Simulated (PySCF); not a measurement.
Gas-phase reaction: 3 GeCl2 + GeH3 = 3 GeHCl + GeCl3

Energies from PySCF, thermal terms from the rigid-rotor harmonic-oscillator model, ideal gas at 1 bar. † marks an energy on the PBE0/def2-TZVP geometry and frequencies; other levels use their own. MP2 and CCSD(T) freeze the core. 6-31G* has spherical d functions here. Open shells (unrestricted): GeH3 (multiplicity 2), GeCl3 (multiplicity 2); the rest are closed-shell singlets. Ge: all electrons, no relativistic terms. GeH3, GeHCl, GeCl3: computed as isolated molecules; such fragments, hydroxides, amides, oligomers or adducts are transient or little studied in the gas. MP2 isn't extrapolated to the basis-set limit. CCSD(T) isn't extrapolated to the basis-set limit.

```csv
level,"ΔH°(298 K), kJ"
CCSD(T)/def2-SVP†,?
HF/6-31G*,?
HF/def2-TZVP†,162
MP2/def2-SVP†,185
PBE/def2-TZVP†,?
PBE0/def2-QZVP†,187
PBE0/def2-TZVP,185
r2SCAN/def2-TZVP†,?
LDA/def2-TZVP†,198
ωB97M-V/def2-TZVP†,180
ωB97X-V/def2-TZVP†,176
```

Problem. What belongs in the gaps?

Solution. 
- CCSD(T)/def2-SVP†, ΔH°(298 K), kJ: 175
- HF/6-31G*, ΔH°(298 K), kJ: 160
- PBE/def2-TZVP†, ΔH°(298 K), kJ: 190
- r2SCAN/def2-TZVP†, ΔH°(298 K), kJ: 194
